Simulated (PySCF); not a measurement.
Diisopropyl selenide, SMILES [Se](C(C)C)C(C)C at its GFN2-xTB optimised geometry (Å):

```
21

C     -0.5172     1.8979     1.3367
C     -0.8983     1.2895     0.0000
C     -2.3548     1.5447    -0.3467
Se    -0.5944    -0.6918     0.0000
C      1.4130    -0.6918     0.0000
C      1.9430    -1.1244     1.3555
C      1.9173    -1.5870    -1.1185
H     -1.1320     1.4786     2.1307
H     -0.6734     2.9758     1.3108
H      0.5291     1.7121     1.5719
H     -0.2489     1.6731    -0.7942
H     -2.6069     1.0932    -1.3047
H     -2.5420     2.6159    -0.4051
H     -3.0056     1.1198     0.4161
H      1.6826     0.3495    -0.2018
H      1.5498    -0.4934     2.1499
H      1.6545    -2.1534     1.5617
H      3.0306    -1.0605     1.3686
H      1.5273    -1.2594    -2.0801
H      1.6023    -2.6159    -0.9519
H      3.0056    -1.5600    -1.1564
```

Computed with PySCF 2.14.0 with CAM-B3LYP/def2-SVP. Cells within 0.4 Å of a nucleus heavier than hydrogen are left out (blank, or x).

Map of the deformation density (molecule minus spherical neutral atoms) (e/bohr³) on the plane z = 0.0 Å:

```
|11111111111111111111111111111|
|11111111111111111111111111111|
|11111111111111111111111111111|
|11111111111111111111111111111|
|11111111111111111111111111111|
|11111111111111111111111111111|
|11111111111111111111111111111|
|11111111210001111111111111111|
|11111113410000011111111111111|
|11111113311001111111111111111|
|11111136x46xx3101111111111111|
|11111159436xx1001111111111111|
|11111123101231001111111111111|
|11111111000242101253111111111|
|11111111100121011495111111111|
|111111111000xx022xx1001111111|
|111111111112xx133xx0001111111|
|11111111111322011131001111111|
|11111111111210000000001111111|
|11111111111111000000001111111|
|11111111111111111100011111111|
|11111111111111111111111111111|
|11111111111111111111111111111|
|11111111111111111111111111111|
|11111111111111111111111111111|
|11111111111111111111111111111|
|11111111111111111111111111111|
|11111111111111111111111111111|
|11111111111111111111111111111|
```
Scale: ten equal steps from -0.018 (start of '0') to 0.089 (end of '9'), in the order '0123456789'; x runs from -5.50 to 5.50, y from -5.50 (bottom) to 5.50 (top).
